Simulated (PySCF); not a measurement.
**Energy of Ru- (ruthenium, charge -1) between two integer charges**

The 5s beta orbital of [Kr] 4d7 5s2 is emptied in steps (occupation f), with all orbitals relaxed, ending at [Kr] 4d7 5s1. Calculation: PySCF 2.14, in aug-cc-pVTZ-PP with ECP28MDF (6s6p5d3f2g, 88 functions); a scalar-relativistic core potential. The exact energy is a straight line in f; departures are measured from the line between the end points of the same method.

| f | M06-2X (eV) |
| --- | --- |
| 1 | 0.000 |
| 0.75 | -0.258 |
| 0.5 | -0.402 |
| 0.25 | -0.405 |
| 0 | 0.000 |

```
method  E(f=0) − E(f=1) (eV)  −ε at f=1 (eV)  −ε at f=0.5 (eV)
M06-2X                 1.132          -0.088             0.823
```

Orbital energy along the path (eV):

```tsv
f	M06-2X
1	0.088
0.75	-0.310
0.5	-0.823
0.25	-1.514
0	-3.742
```

At f = 1 the orbital energy is positive for M06-2X: only the finite basis holds the electron.

Reference removal energy between the ground levels: 1.046 eV (measured; photodetachment measurements, as compiled on the Wikipedia data page of electron affinities). The calculation has no spin-orbit coupling.
